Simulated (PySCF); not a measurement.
WO₂Cl, SMILES [W+]([Cl])(=[O])=[O], charge +1, multiplicity 1.

Coordinates come from a B3LYP-D3(BJ)/def2-SVP optimisation. The multiplicity is an assumed one; other spin states were not compared. The isomer is the one that the SMILES or the coordinates give; other isomers of the formula were not compared. The def2 effective core potentials stand for the cores of W; spin–orbit coupling is left out.

Computed with PySCF 2.14.0 with B3LYP-D3(BJ)/def2-SVP.

Frequencies are harmonic and unscaled.

Computed harmonic wavenumbers and intensities:
```json
[
 {"mode": "1", "ν (cm⁻¹)": "222", "IR (km/mol)": "0.0", "moving atoms (share of kinetic energy)": "O 70 %, Cl 24 %"},
 {"mode": "2", "ν (cm⁻¹)": "228", "IR (km/mol)": "13.9", "moving atoms (share of kinetic energy)": "O 69 %, Cl 17 %, W 14 %"},
 {"mode": "3", "ν (cm⁻¹)": "385", "IR (km/mol)": "3.9", "moving atoms (share of kinetic energy)": "O 86 %"},
 {"mode": "4", "ν (cm⁻¹)": "450", "IR (km/mol)": "27.2", "moving atoms (share of kinetic energy)": "Cl 75 %, W 19 %"},
 {"mode": "5", "ν (cm⁻¹)": "1030", "IR (km/mol)": "87.1", "moving atoms (share of kinetic energy)": "O 90 %, W 10 %"},
 {"mode": "6", "ν (cm⁻¹)": "1076", "IR (km/mol)": "45.8", "moving atoms (share of kinetic energy)": "O 93 %"}
]
```
